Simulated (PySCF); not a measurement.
Mg(NMe2)(SeH) (C₂H₇MgNSe), SMILES C[N](C)[Mg][SeH].

Geometry: PBE-D3(BJ)/def2-SVP. Other conformers were not sampled.

Calculation: PBE-D3(BJ)/def2-SVP (PySCF 2.14.0).

Frequencies are harmonic and unscaled.

```csv
mode,ν (cm⁻¹),IR (km/mol),moving atoms (share of kinetic energy)
1,59,4.7,"Mg 36 %, C 33 %, H 18 %, Se 9 %"
2,82,9.4,"Mg 67 %, H 15 %, C 10 %"
3,90,3.4,H 96 %
4,160,15.2,"H 53 %, N 34 %, Mg 12 %"
5,188,22.9,"Mg 46 %, C 25 %, N 16 %, H 12 %"
6,208,0.7,"Se 40 %, C 35 %, H 13 %, N 9 %"
7,260,0.0,H 97 %
8,290,14.6,"H 64 %, N 31 %"
9,385,10.5,"H 32 %, C 28 %, Mg 25 %, N 11 %"
10,482,0.3,H 95 %
11,607,45.4,"Mg 53 %, C 24 %, H 13 %, N 10 %"
12,985,111.5,"C 42 %, H 33 %, N 23 %"
13,1054,0.5,"H 74 %, C 24 %"
14,1069,0.0,"H 80 %, C 20 %"
15,1113,0.4,"H 68 %, C 20 %, N 11 %"
16,1197,76.6,"N 57 %, C 34 %, H 9 %"
17,1231,24.5,"H 40 %, N 35 %, C 24 %"
18,1381,5.0,"H 87 %, C 12 %"
19,1385,0.0,H 97 %
20,1388,1.8,H 97 %
21,1406,37.3,"H 82 %, C 18 %"
22,1431,20.1,H 96 %
23,1448,1.2,H 96 %
24,2343,12.0,H 99 %
25,2844,94.4,H 97 %
26,2852,258.1,H 97 %
27,2877,129.3,"H 91 %, C 9 %"
28,2891,0.0,"H 90 %, C 10 %"
29,2994,35.4,"H 91 %, C 9 %"
30,2995,34.2,"H 91 %, C 9 %"
```
